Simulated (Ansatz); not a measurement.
CuF2. Total charge 0; doublet. Geometry PBE-D4/def2-TZVP; atoms count from 1.

```xyz
3

Cu    0.000    0.000    0.000
F    -1.608    0.641   -0.149
F     1.608   -0.641    0.149
```

No other spin state of charge 0 was run.

(1) Estimate the Mulliken populations from the PBE0/def2-TZVP orbitals of Ansatz.

(2) Where does the spin sit?

(3) And the Mayer bond orders between bonded heavy atoms (over 0.3)?

## Answers

(1) 
```
atom  charge (e)  spin (α − β)  d electrons
 Cu1        1.00          0.89         9.36
  F2       -0.50          0.06            –
  F3       -0.50          0.06            –
```
Mulliken values and Mayer orders depend strongly on the basis.

(2) Summed by element: Cu 0.89, F 0.11, of 1 unpaired in all. Largest on single atoms: Cu1 0.89, F2 0.06, F3 0.06.

(3) Cu1–F2 0.81 (1.74 Å); Cu1–F3 0.81 (1.74 Å).
